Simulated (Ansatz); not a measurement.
CH3ClFIn, SMILES `[CH3][In]([F])[Cl]`. Charge 0, multiplicity 1. In takes the def2 core potential.

```xyz
7

C     0.375    0.900    0.537
In   -0.365   -0.791   -0.507
F    -1.691   -0.623   -1.923
Cl    0.171   -3.029   -0.248
H     0.232    0.749    1.607
H     1.439    1.007    0.329
H    -0.162    1.786    0.205
```

Task: What are the harmonic wavenumbers in cm⁻¹ at PBE0-D4/def2-TZVP (Ansatz, finite differences of forces, unscaled)? (An estimate is asked.)

Result: The calculation gave: 25, 90, 120, 130, 364, 525, 591, 739, 760, 1199, 1447, 1448, 3078, 3177, 3190.

Task: Is this a minimum?

Result: Yes, all 15 modes are real.

Task: Give the ideal-gas thermochemistry at 298.15 K and 1 bar (rigid rotor, harmonic oscillator; point group C1, symmetry number 1).

Result: Zero-point energy 101.0 kJ/mol; H(298) − E = 121.3 kJ/mol; entropy 366.4 J/(mol·K), of which translation 173.9, rotation 114.4, vibration 78.0; G(298) − E = 12.0 kJ/mol. Modes under 100 cm⁻¹ are hindered rotations or soft bends, so the harmonic entropy is rough.

Task: And at 400, 500, 600, 800 and 1000 K?

Result: 
| T (K) | H − E (kJ/mol) | S (J/mol/K) | G − E (kJ/mol) |
| --- | --- | --- | --- |
| 400 | 130.9 | 394.1 | -26.7 |
| 500 | 141.3 | 417.2 | -67.3 |
| 600 | 152.3 | 437.2 | -110.1 |
| 800 | 175.9 | 471.1 | -201.0 |
| 1000 | 201.1 | 499.2 | -298.1 |
